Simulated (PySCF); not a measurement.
Energy of B²⁺ (boron, charge +2) between two integer charges

The 2s alpha orbital of [He] 2s1 is emptied in steps (occupation f), with all orbitals relaxed, ending at 1s2. All numbers are calculated (PySCF 2.14, no relativity, point nucleus, in aug-pcseg-2). The exact energy is a straight line in f; departures are measured from the line between the end points of the same method.

Among UHF, LDA, PBE, PBE0, LC-wPBE, BHandHLYP, HSE06, MN15, which shows the largest delocalisation error (convex curve), and which is closest to linear?

Most convex: PBE (-1.322 eV at f = 0.5); closest to linear: UHF (0.000 eV).

```tsv
f	UHF (eV)	LDA (eV)	PBE (eV)	PBE0 (eV)	LC-wPBE (eV)	BHandHLYP (eV)	HSE06 (eV)	MN15 (eV)
1	0.000	0.000	0.000	0.000	0.000	0.000	0.000	0.000
0.75	0.000	-0.996	-1.019	-0.754	-0.196	-0.562	-0.833	-0.627
0.5	0.000	-1.271	-1.322	-0.975	-0.238	-0.747	-1.082	-0.805
0.25	0.000	-0.877	-0.952	-0.700	-0.162	-0.566	-0.778	-0.593
0	0.000	0.000	0.000	0.000	0.000	0.000	0.000	0.000
```

```json
{"method": "UHF", "E(f=0) − E(f=1) (eV)": "37.779", "−ε at f=1 (eV)": "37.781", "−ε at f=0.5 (eV)": "37.779"}
{"method": "LDA", "E(f=0) − E(f=1) (eV)": "37.828", "−ε at f=1 (eV)": "32.369", "−ε at f=0.5 (eV)": "38.119"}
{"method": "PBE", "E(f=0) − E(f=1) (eV)": "38.213", "−ε at f=1 (eV)": "32.671", "−ε at f=0.5 (eV)": "38.386"}
{"method": "PBE0", "E(f=0) − E(f=1) (eV)": "38.165", "−ε at f=1 (eV)": "34.051", "−ε at f=0.5 (eV)": "38.305"}
{"method": "LC-wPBE", "E(f=0) − E(f=1) (eV)": "38.297", "−ε at f=1 (eV)": "37.173", "−ε at f=0.5 (eV)": "38.388"}
{"method": "BHandHLYP", "E(f=0) − E(f=1) (eV)": "38.300", "−ε at f=1 (eV)": "35.282", "−ε at f=0.5 (eV)": "38.303"}
{"method": "HSE06", "E(f=0) − E(f=1) (eV)": "38.160", "−ε at f=1 (eV)": "33.627", "−ε at f=0.5 (eV)": "38.291"}
{"method": "MN15", "E(f=0) − E(f=1) (eV)": "37.740", "−ε at f=1 (eV)": "34.261", "−ε at f=0.5 (eV)": "37.842"}
```

Reference removal energy between the ground levels: 37.931 eV (measured; NIST Atomic Spectra Database, ionization energies). UHF lacks correlation.
